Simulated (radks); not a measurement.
All-electron atom: Rh3.5+ in [Ar] 3d10 4s2 4d(up 3.5, down 3.5) 4p(up 2.5, down 2) (fractional occupations, a model configuration). Method: scalar-relativistic Kohn-Sham, PBE, spin-polarised, spherical densities, point nucleus; computed with a radial shooting solver on a logarithmic mesh with Libxc functionals.

Unscreened Slater integrals over Kohn-Sham orbitals (eV). They are taken over the spin-up orbitals.

| integral | value |
|---|---|
| F0(4d,4d) | 18.743 |
| F2(4d,4d) | 9.5045 |
| F4(4d,4d) | 6.2694 |
| F0(4d,4p) | 20.650 |
| F2(4d,4p) | 10.351 |
| G1(4d,4p) | 13.048 |
| G3(4d,4p) | 8.0248 |
| F0(4d,4s) | 21.292 |
| G2(4d,4s) | 9.6568 |
| F0(4p,4p) | 23.301 |
| F2(4p,4p) | 12.277 |
| F0(4p,4s) | 24.248 |
| G1(4p,4s) | 16.500 |
| F0(4s,4s) | 25.339 |

Derived for the open shells (J is the average intra-shell exchange parameter used in DFT+U). 4d: Racah B = F2/49 - 5 F4/441 = 0.1229 eV, C = 35 F4/441 = 0.4976 eV, C/B = 4.05, F4/F2 = 0.660, J = (F2 + F4)/14 = 1.127 eV. 4p: J = F2/5 = 2.455 eV.
